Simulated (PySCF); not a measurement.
Induced dipoles and field energies

Species: CH₈N₂OSi₂.
SMILES with atom numbers: `[NH2:1][C:2](=[O:3])[SiH2:4][NH:5][SiH3:6]` (hydrogens: H7, H8 on N1; H9, H10 on Si4; H11 on N5; H12, H13, H14 on Si6)

Cartesian coordinates in Å at the GFN2-xTB level; atoms count from 1:
```xyz
14
CH8N2OSi2 angstrom
N      2.995    0.080    0.102
C      1.721    0.110   -0.346
O      1.473    0.242   -1.532
Si     0.325   -0.060    0.955
N     -1.097    0.012    0.000
Si    -2.766   -0.079    0.463
H      3.760    0.170   -0.551
H      3.205   -0.022    1.077
H      0.435    1.037    1.927
H      0.463   -1.338    1.664
H     -0.906    0.169   -0.979
H     -2.954   -1.288    1.269
H     -3.125    1.092    1.269
H     -3.531   -0.124   -0.781
```

Level: PBE0/def2-SVPD (PySCF); nuclei fixed, core orbitals frozen in the response. Permanent dipole (1.933, -0.181, 2.252) D (1 au = 2.5417 D). Static polarisability (au):

```
x   105.10   0.74  -0.76
y     0.74  67.53  -1.76
z    -0.76  -1.76  83.45
```

Only the terms in μ and α are kept: μ(F) = μ + αF and ΔE = −μ·F − ½ F·αF.

(1) A field of 0.01 au (0.514 V/Å) is applied along each axis in both senses. Find the induced dipole, the size of the total dipole and the two energy terms.

(2) For the field (-0.0040, -0.0060, -0.0080) au, what is the induced dipole, and what angle does it make with the field?

(3) Which field along μ doubles the dipole in that direction (linear response)?

(4) What field makes μF equal to kT at 400 K?

(5) A unit point charge sits 10 Å away. Estimate the induction energy −αe²/2R⁴ with the mean polarisability, treating the molecule as a point.

Answers

(1) 
| field along | induced x (D) | induced y (D) | induced z (D) | total size (D) | −μ·F (kJ/mol) | −½F·αF (kJ/mol) |
| --- | --- | --- | --- | --- | --- | --- |
| +x | 2.671 | 0.019 | -0.019 | 5.120 | -19.967 | -13.797 |
| −x | -2.671 | -0.019 | 0.019 | 2.397 | +19.967 | -13.797 |
| +y | 0.019 | 1.716 | -0.045 | 3.323 | +1.870 | -8.865 |
| −y | -0.019 | -1.716 | 0.045 | 3.541 | -1.870 | -8.865 |
| +z | -0.019 | -0.045 | 2.121 | 4.779 | -23.262 | -10.955 |
| −z | 0.019 | 0.045 | -2.121 | 1.961 | +23.262 | -10.955 |

(2) αF = (-1.064, -1.002, -1.662) D, at 8.7° to the field. The polarisability along this direction, F·αF/F², is 79.93 au, against a mean of 85.36 au.

(3) The polarisability along the dipole is 91.90 au, so F = 1.1698 au / 91.90 au = 0.0127 au = 0.65 V/Å; higher-order terms are ignored.

(4) kT = 1.2667 × 10⁻³ Eh, so F = 0.00108 au = 5.57 MV/cm.

(5) R = 18.90 bohr, so the energy is −85.4/(2 × 18.90⁴) Eh = -0.879 kJ/mol. The charge–dipole term at its most favourable orientation, −μe/R², is -8.6 kJ/mol.

Geometry: GFN2-xTB, one conformer, isolated molecule. GFN2-xTB frequencies show an imaginary mode (38i cm⁻¹), so this geometry is no minimum at that level.

These values come from a run that also computed excited states. Hardware: one thread of an Arm Neoverse N1, shared host. Cost: 52 s wall, 0.79 GiB resident at most.
